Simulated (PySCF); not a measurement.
C7H15NOSi.
Atom-mapped SMILES: `[OH:1][SiH2:2][N:3]1[CH2:4][CH2:5][C@H:6]([CH:7]2[CH2:8][CH2:9]2)[CH2:10]1` (hydrogens: H11 on O1; H12, H13 on Si2; H14, H15 on C4; H16, H17 on C5; H18 on C6; H19 on C7; H20, H21 on C8; H22, H23 on C9; H24, H25 on C10)

Geometry (PBE0-D3(BJ)/def2-SVP, Å), atoms numbered from 1 in this order:
```xyz
25
C7H15NOSi angstrom
O      3.7819    0.7225   -1.2380
Si     3.2492   -0.5747   -0.3311
N      1.5951   -0.4024    0.1163
C      1.0324   -0.4323    1.4495
C     -0.0330    0.6575    1.3913
C     -0.6205    0.5077   -0.0242
C     -1.8891   -0.3098   -0.0440
C     -2.8485   -0.1957   -1.1908
C     -3.2214    0.3451    0.1600
C      0.5190   -0.1703   -0.8328
H      3.6706    1.5836   -0.8238
H      3.5186   -1.7244   -1.2391
H      3.9815   -0.7274    0.9637
H      0.5656   -1.4124    1.6818
H      1.8033   -0.2543    2.2150
H      0.4536    1.6396    1.4992
H     -0.8017    0.5708    2.1736
H     -0.8507    1.4988   -0.4475
H     -1.7784   -1.3139    0.3842
H     -2.6120    0.5243   -1.9801
H     -3.3485   -1.0996   -1.5479
H     -3.9821   -0.1811    0.7424
H     -3.2368    1.4320    0.2863
H      0.8700    0.4556   -1.6692
H      0.1415   -1.1138   -1.2737
```

Computed with PySCF at PBE0/pcSseg-1, non-relativistic, on one gas-phase PBE0-D3(BJ)/def2-SVP geometry that isn't relaxed in the solvent. The solvent is an IEF-PCM continuum (Bondi radii, 1.10 Å for H, scaled by 1.2). The model holds no explicit solvent molecules, cavitation or dispersion.

Gas phase at PBE0/pcSseg-1: HOMO -6.37 eV, LUMO 0.82 eV, dipole 2.43 D.

Problem. What does the continuum do to the energy, the frontier levels and the dipole at PBE0/pcSseg-1 in tetrahydrofuran and acetonitrile?

Solution. 
| solvent | ε | E(solvent) − E(gas) (kcal/mol) | polarisation term (kcal/mol) | distortion of the solute (kcal/mol) | HOMO (eV) | LUMO (eV) | dipole (D) |
| --- | --- | --- | --- | --- | --- | --- | --- |
| tetrahydrofuran | 7.426 | -4.29 | -4.65 | 0.36 | -6.29 | 0.97 | 2.87 |
| acetonitrile | 35.69 | -5.18 | -5.73 | 0.55 | -6.28 | 0.99 | 2.98 |

The first energy column is the sum of the next two and covers electrostatics alone. From tetrahydrofuran to acetonitrile the lowering changes by a factor 1.21, Onsager's factor (ε − 1)/(2ε + 1) by 1.18 and ε itself by 4.8.

Problem. Which radius a makes the point-dipole formula ΔE = −[(ε − 1)/(2ε + 1)]·μ²/a³ give the value in acetonitrile, with the gas-phase dipole?

Solution. μ = 0.956 au and |ΔE| = 0.00826 Eh give a = 1.99 Å; the farthest nucleus lies 4.16 Å from the centroid of the nuclei, so such a sphere wouldn't even hold the nuclei. The formula assumes a rigid point dipole at the centre of a sphere.

Problem. Give the dipole vector in the frame of the coordinates (D, pointing from negative to positive charge), gas and acetonitrile.

Solution. Gas (-1.69, 1.02, 1.41), solvent (-1.94, 1.35, 1.81). Its length changes by +23 % and its direction by 4°.

Problem. Which Hirshfeld charges (PBE0/pcSseg-1) respond most in acetonitrile (means over atoms taken as equivalent)?

Solution. 
```
atoms                 environment  gas (e)  solvent (e)  change
   O1              silanol oxygen   -0.318       -0.335  -0.017
  H11           hydroxyl hydrogen   +0.167       +0.181  +0.014
  H12               Si–H hydrogen   -0.087       -0.095  -0.008
  H18            methine hydrogen   +0.037       +0.042  +0.005
   C8  three-membered-ring carbon   -0.091       -0.095  -0.004
  Si2        oxygen-bound silicon   +0.406       +0.403  -0.003
   C9  three-membered-ring carbon   -0.092       -0.095  -0.003
  H15          methylene hydrogen   +0.042       +0.045  +0.003
  H16          methylene hydrogen   +0.034       +0.037  +0.003
  H19            methine hydrogen   +0.041       +0.044  +0.003
  H14          methylene hydrogen   +0.027       +0.029  +0.002
  H23          methylene hydrogen   +0.044       +0.046  +0.002
```

Problem. Which Mayer bond orders change most in acetonitrile?

Solution. 
```json
{"bond": "Si2–N3", "length (Å)": "1.722", "gas": "0.982", "solvent": "1.000", "change": "+0.018"}
{"bond": "O1–H11", "length (Å)": "0.962", "gas": "0.936", "solvent": "0.922", "change": "-0.014"}
{"bond": "Si2–H12", "length (Å)": "1.490", "gas": "0.907", "solvent": "0.899", "change": "-0.008"}
{"bond": "N3–C4", "length (Å)": "1.447", "gas": "0.941", "solvent": "0.934", "change": "-0.007"}
{"bond": "O1–Si2", "length (Å)": "1.670", "gas": "1.003", "solvent": "0.998", "change": "-0.005"}
{"bond": "C10–N3", "length (Å)": "1.453", "gas": "0.914", "solvent": "0.911", "change": "-0.003"}
{"bond": "C6–H18", "length (Å)": "1.102", "gas": "0.947", "solvent": "0.944", "change": "-0.003"}
{"bond": "C8–H20", "length (Å)": "1.094", "gas": "0.953", "solvent": "0.950", "change": "-0.003"}
```

Problem. How do the nuclear quadrupole coupling constants eQVzz/h respond in acetonitrile?

Solution. 
```csv
nucleus,Q (barn),gas (MHz),solvent (MHz),η gas,η solvent
17O at O1,-0.0256,-8.95,-8.47,0.54,0.55
14N at N3,0.02044,-5.29,-5.23,0.40,0.38
```

On Arm Neoverse V1, one thread, no GPU, shared host with 32 logical CPUs at a one-minute load of 27, this took 70 s and 1.3 GiB of memory at its peak. This is the whole shielding run at PBE0/pcSseg-1 in acetonitrile, SCF included.
